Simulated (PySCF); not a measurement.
Species: C8H11 (doublet state).
Structure used (GFN2-xTB), in Å, numbered top down from 1:
```
atom  x, y, z in Å
C1     2.588   -0.014   -0.689
C2     1.496   -0.570   -0.276
C3     0.126   -0.279    0.179
C4    -0.261   -1.237    1.317
C5     0.163    1.135    0.730
C6    -0.486    2.174    0.236
C7    -0.785   -0.378   -1.019
C8    -1.954   -0.988   -1.068
H9     2.737    1.064   -0.782
H10    3.449   -0.603   -0.975
H11    0.498   -1.205    2.096
H12   -0.330   -2.256    0.942
H13   -1.214   -0.945    1.750
H14    0.814    1.250    1.586
H15   -0.390    3.152    0.678
H16   -1.145    2.094   -0.611
H17   -0.393    0.110   -1.903
H18   -2.388   -1.491   -0.222
H19   -2.536   -1.002   -1.975
```

The hyperfine couplings belong to this conformer and change with its torsions.

The species is `C=[C]C(C)(C=C)C=C` [radical].

The calculation used PySCF, UKS B3LYP, pcH-1 on C H, non-relativistic, mean-field spin-orbit, GIAO. Geometry: GFN2-xTB, one conformer, isolated molecule. A GFN2-xTB geometry isn't a minimum of the functional, and hyperfine couplings can be far from their values at a DFT geometry. Stability of the SCF solution: not tested.

What is the g tensor, term by term?

```tsv
Δg (ppm)	1	2	3
relativistic mass correction	-152	-152	-152
gauge correction	35	14	5
orbital Zeeman/spin–orbit	-680	-43	657
total	-798	-181	510
```

So g = 2.00152, 2.00214, 2.00283 and g_iso = 2.00216; the tensor is rhombic: the two nearest values differ by 47 % of g3 − g1. Axes: g2 points within 15° of the C1–H9 bond.

What effective moment and Curie constant follow for a powder?

With the mean of g² = 4.0087 and S(S+1) = 0.75: μ_eff = √(⟨g²⟩S(S+1)) = 1.734 μB and χT = 0.12505·⟨g²⟩·S(S+1) = 0.376 cm³ K/mol (cgs; spin-Hamiltonian part alone).

At 9.628 GHz, how far is the centre of the isotropic spectrum from where a free electron (g = 2.002319) resonates?

B = hν/(g μB) with μB/h = 13.99624 MHz/mT gives 343.55 mT for the free electron and 343.58 mT at g_iso, 0.03 mT higher.

What are the electron Larmor frequencies g μB B/h along the three axes at 340 mT?

9.5247, 9.5276, 9.5309 GHz for g1, g2 and g3, a range of 6.2 MHz.

In a frozen sample, at which fields do the three g values resonate at 9.5, 34, 94 and 263 GHz (hyperfine left aside), and which band first spreads them over more than twice a line width of 1.0 mT?

```tsv
band	GHz	B(g3) mT	B(g2) mT	B(g1) mT	spread mT
X	9.5	338.90	339.01	339.12	0.22
Q	34.0	1212.90	1213.31	1213.69	0.79
W	94.0	3353.30	3354.46	3355.49	2.19
J	263.0	9382.11	9385.34	9388.24	6.13
```

The spread grows in proportion to the frequency. W band is the first where it exceeds 2.0 mT.

The largest Mulliken spin populations are on C2 (+0.97), C1 (-0.16) and H9 (+0.09). C2 is the only atom above +0.15. The positive populations add up to 1.19 and the negative ones to -0.19, together 2S = 1.

The HOMO–LUMO gaps are 5.52 eV among the α and 5.20 eV among the β orbitals.

Hardware: one thread of an Arm Neoverse V1, shared host with 32 logical CPUs at a one-minute load of 22. Cost: 1.7 min (with the writing of density and orbital grids), 1.1 GiB resident at most.
